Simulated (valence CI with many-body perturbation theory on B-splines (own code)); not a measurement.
**Pt5+: one-electron terms**

Level of theory: valence CI with perturbative core correlation (CI+MBPT): five valence electrons over a frozen Dirac-Fock core [Xe] 4f14, a basis of 7 s, 7 p, 8 d, 6 f, 4 g, 1 h functions for each j, with the one-electron correlation potential Σ1 (screened to all orders), the two-electron term Σ2, the three-electron term Σ3, Breit, model QED; selected single and double excitations, second order for the rest, scaled by the run's own slope (own B-spline code, finite nucleus).

No measured spectrum was set against this ion. As an estimate, terms of the open shell hold to 2 to 4 % of their energy, and close levels can change places; different configurations can be misplaced against each other by 1,000 to 8,000 cm⁻¹. Core correlation moves these levels by up to 14000 cm⁻¹, and in measured spectra 5 to 20 % of such shifts remained as error; rates that hang on mixing are uncertain with them. Among the levels kept, up to 1100 cm⁻¹ of a level comes from second order outside the variational space, and about a tenth of that is noise between levels of different J, which matters for small intervals. Only levels of the ground parity were solved; by the run's estimate the other parity begins above the list, which can be wrong where configurations are misplaced.

These are the spectroscopic orbitals of the CI (the correlating ones are not listed), shaped by the core and the other valence electrons. h is the expectation value of the core's Dirac-Fock operator, without the valence repulsion; Σ1 is computed up to l = 3 at one energy for each symmetry, that of its lowest orbital but kept below the first core excitation, so for empty shells it is not the orbital's own correlation shift; Breit and QED include the response of the core.

```tsv
Orbital	h (hartree)	Σ1 (cm⁻¹)	Breit (cm⁻¹)	QED (cm⁻¹)	⟨r⟩ (bohr)
6s1/2	-4.0876	-9413	284	315	2.137
7s1/2	-2.3235	-2456	100	108	3.936
8s1/2	-1.5209	-1131	51.3	55.4	6.154
6p1/2	-3.5693	-6545	364	1.0	2.417
7p1/2	-2.1022	-2137	155	0.5	4.303
8p1/2	-1.3978	-1026	81.3	0.3	6.661
6p3/2	-3.39	-5119	167	19.1	2.562
7p3/2	-2.0225	-1774	74.6	8.6	4.483
8p3/2	-1.355	-873	45.2	4.6	6.875
5d3/2	-5.2145	-13706	288	-138	1.365
6d3/2	-2.6209	-2432	80.3	-21.0	3.227
7d3/2	-1.6548	-1064	39.7	-9.6	5.433
5d5/2	-5.1264	-12750	21.2	-95.3	1.398
6d5/2	-2.5904	-2362	27.1	-13.2	3.271
7d5/2	-1.6398	-1044	15.4	-5.9	5.487
5f5/2	-2.8434	-6281	-42.9	-17.4	2.630
6f5/2	-1.7736	-2686	-22.3	-9.7	4.852
5f7/2	-2.8378	-5915	-63.7	-15.1	2.636
6f7/2	-1.7691	-2504	-34.3	-8.3	4.864
5g7/2	-1.702		-1.3	-0.3	4.507
5g9/2	-1.7024		-1.3	-0.2	4.505
```

Among the shells of the start configuration 5d5, Σ1 is largest in size for 5d3/2, where it is 1.2 % of h.

Lowest root of each symmetry, sizes in configuration state functions:

| J | Parity | Roots | Reference | Variational | Second order | Change by selected CI (cm⁻¹) | Change by second order (cm⁻¹) |
| --- | --- | --- | --- | --- | --- | --- | --- |
| 1/2 | even | 8 | 41 | 33232 | 2614009 | -13282 | -133 |
| 3/2 | even | 11 | 72 | 29000 | 5389934 | -12987 | -303 |
| 5/2 | even | 14 | 86 | 28708 | 6323139 | -9105 | -288 |
| 7/2 | even | 12 | 75 | 27634 | 7471528 | -11954 | -603 |
| 9/2 | even | 8 | 59 | 27553 | 6652264 | -11718 | -554 |
| 11/2 | even | 5 | 36 | 28335 | 6601408 | -12016 | -316 |
| 13/2 | even | 2 | 18 | 28069 | 4260782 | -12669 | -184 |
